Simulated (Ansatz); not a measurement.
Cost and result for the atomization energy of CH$_{7}$BGe (`C[BH][GeH3]`) (10 atoms, 9 bonds).

```xyz
10

C    -0.836    0.526    1.255
B    -0.386   -0.565    0.253
Ge    0.998   -0.237   -1.244
H    -1.168    0.145    2.225
H    -1.744    0.940    0.778
H    -0.155    1.367    1.389
H    -0.895   -1.651    0.300
H     2.257   -1.089   -0.973
H     1.459    1.231   -1.355
H     0.470   -0.668   -2.627
```

Charge 0, multiplicity 1. Correlated methods include outer-core shells of Ge, which these sets cover unevenly. Scalar relativity is left out up to krypton. All single points use the PBE0-D4/def2-TZVP geometry. Program: Ansatz. All runs use 2 threads of a server CPU on a shared host. Times are those of one run each, without the atoms' runs, and a repeat can differ threefold. Electronic energies, without spin–orbit coupling; frozen cores. CCSD(T)/CBS adds CCSD(T) − MP2 in def2-TZVPP to the MP2 limit, and its time is that of the two runs behind it. T1 = 0.012. With those shells the extrapolation isn't a true limit. B3LYP takes the VWN-RPA correlation (the form of Gaussian; ORCA's B3LYP/G). HSE06 is the plane-wave form, built on full-range PBE exchange.

CCSD(T)/CBS is a level of theory with its own doubt, some kJ/mol a heavy atom from the limit and from the frozen cores, so smaller differences don't rank the functionals.

```csv
level,functions,wall time
LDA (SPW92)/def2-TZVPP,208,2.3 s
BLYP-D4/def2-TZVPP,208,2.8 s
PBE-D4/def2-TZVPP (with forces),208,3.5 s
HSE06-D4/def2-TZVPP,208,4.1 s
CCSD(T)/def2-SVP,95,6 s
B3LYP-D4/def2-TZVPP (with forces),208,6 s
r2SCANh-D4/def2-TZVPP,208,6.5 s
PBE-QIDH/def2-TZVPP,208,7 s
B97M-V/def2-TZVPP,208,14 s
ωB97M-V/def2-TZVPP (with forces),208,16 s
MP2/def2-QZVPP,413,28 s
CCSD(T)/def2-TZVPP,208,110 s
CCSD(T)/CBS(def2),–,2.3 min
```

Problem. What atomization energy does each give, and how far from CCSD(T)/CBS? (Best estimate.)

Solution. The calculation gave: 
| level | atomization (kcal/mol) | difference from CCSD(T)/CBS | per bond |
| --- | --- | --- | --- |
| LDA (SPW92)/def2-TZVPP | 862.0 | 91.1 | 10.1 |
| BLYP-D4/def2-TZVPP | 763.7 | -7.2 | -0.8 |
| PBE-D4/def2-TZVPP (with forces) | 773.1 | 2.2 | 0.2 |
| HSE06-D4/def2-TZVPP | 770.0 | -0.9 | -0.1 |
| CCSD(T)/def2-SVP | 736.1 | -34.8 | -3.9 |
| B3LYP-D4/def2-TZVPP (with forces) | 772.2 | 1.3 | 0.1 |
| r2SCANh-D4/def2-TZVPP | 773.0 | 2.1 | 0.2 |
| PBE-QIDH/def2-TZVPP | 767.9 | -3.0 | -0.3 |
| B97M-V/def2-TZVPP | 780.0 | 9.1 | 1.0 |
| ωB97M-V/def2-TZVPP (with forces) | 770.7 | -0.2 | 0.0 |
| MP2/def2-QZVPP | 762.4 | -8.5 | -0.9 |
| CCSD(T)/def2-TZVPP | 757.8 | -13.1 | -1.5 |
| CCSD(T)/CBS(def2) | 770.9 | 0.0 | 0.0 |

From r2SCAN to r2SCAN0 (25 % exact exchange), in def2-TZVPP and without D4, the atomization energy moves by −5.1 kcal/mol: exact exchange takes away binding that semilocal exchange gives to molecules. At CCSD(T), def2-SVP lies −34.8 kcal/mol from the extrapolated value and def2-TZVPP −13.1 kcal/mol: correlation converges slowly with the basis, and small sets miss more of it in the bonded molecule than in its fragments. The D4 term adds +5.7 kcal/mol with B3LYP and +3.0 kcal/mol with PBE0; it sums over pairs of atoms, weighted by their polarisabilities, and B3LYP, whose exchange is more repulsive, gets the larger term.
